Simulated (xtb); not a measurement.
xtb input (GFN1-xTB):

```bash
xtb mol.xyz --gfn 1 --sp --chrg 0 --uhf 0
```
mol.xyz:
```
3

Sn    -0.00349532    -0.01260940     0.62871775
Cl     1.19244980     1.38873918    -0.89050383
Cl    -1.18216943    -1.35165270    -0.95866602
```

End of the output:

```
         :::::::::::::::::::::::::::::::::::::::::::::::::::::
         ::                     SUMMARY                     ::
         :::::::::::::::::::::::::::::::::::::::::::::::::::::
         :: total energy             -11.092800856098 Eh    ::
         :: gradient norm              0.004036587259 Eh/a0 ::
         :: HOMO-LUMO gap              4.083630126532 eV    ::
         ::.................................................::
         :: SCC energy               -11.096190538080 Eh    ::
         :: -> electrostatic           0.012796086090 Eh    ::
         :: repulsion energy           0.004573681183 Eh    ::
         :: dispersion energy         -0.001183999201 Eh    ::
         :: halogen bond corr.         0.000000000000 Eh    ::
         :: add. restraining           0.000000000000 Eh    ::
         :: total charge              -0.000000000000 e     ::
         :::::::::::::::::::::::::::::::::::::::::::::::::::::

           -------------------------------------------------
          |                Property Printout                |
           -------------------------------------------------

    * Orbital Energies and Occupations

         #    Occupation            Energy/Eh            Energy/eV
      -------------------------------------------------------------
         1        2.0000           -0.9814880             -26.7076
         2        2.0000           -0.8926808             -24.2911
         3        2.0000           -0.8769249             -23.8623
         4        2.0000           -0.4982766             -13.5588
         5        2.0000           -0.4867890             -13.2462
         6        2.0000           -0.4813191             -13.0974
         7        2.0000           -0.4707506             -12.8098
         8        2.0000           -0.4640645             -12.6278
         9        2.0000           -0.4570918             -12.4381 (HOMO)
        10                         -0.3070212              -8.3545 (LUMO)
        11                         -0.2340231              -6.3681
        12                         -0.2235525              -6.0832
        13                         -0.0962194              -2.6183
        14                         -0.0865252              -2.3545
        15                         -0.0682513              -1.8572
        16                         -0.0359917              -0.9794
        17                         -0.0292352              -0.7955
        18                         -0.0272543              -0.7416
        19                         -0.0268014              -0.7293
Note: The following floating-point exceptions are signalling: IEEE_DENORMAL
normal termination of xtb
        20                         -0.0264837              -0.7207
       ...                                ...                  ...
        27                          0.4884904              13.2925
      -------------------------------------------------------------
                  HL-Gap            0.1500706 Eh            4.0836 eV
             Fermi-level           -0.3820565 Eh          -10.3963 eV

  Mulliken/CM5 charges         n(s)   n(p)   n(d)
     1Sn    0.51680  0.52731   1.994  1.151  0.338
     2Cl   -0.25840 -0.26366   1.937  5.327 -0.006
     3Cl   -0.25840 -0.26366   1.937  5.327 -0.006

Wiberg/Mayer (AO) data.
largest (>0.10) Wiberg bond orders for each atom

 ---------------------------------------------------------------------------
     #   Z sym  total        # sym  WBO       # sym  WBO       # sym  WBO
 ---------------------------------------------------------------------------
     1  50 Sn   2.372 --     2 Cl   1.186     3 Cl   1.186
     2  17 Cl   1.222 --     1 Sn   1.186
     3  17 Cl   1.222 --     1 Sn   1.186
 ---------------------------------------------------------------------------

Topologies differ in total number of bonds
Writing topology from bond orders to xtbtopo.mol

 dipole moment from electron density (au)
     X       Y       Z
  -0.0145  -0.0523   2.6078  total (Debye):    6.630

           -------------------------------------------------
          | TOTAL ENERGY              -11.092800856098 Eh   |
          | GRADIENT NORM               0.004036587259 Eh/α |
          | HOMO-LUMO GAP               4.083630126532 eV   |
           -------------------------------------------------

------------------------------------------------------------------------
------------------------------------------------------------------------
 total:
 SCF:
```
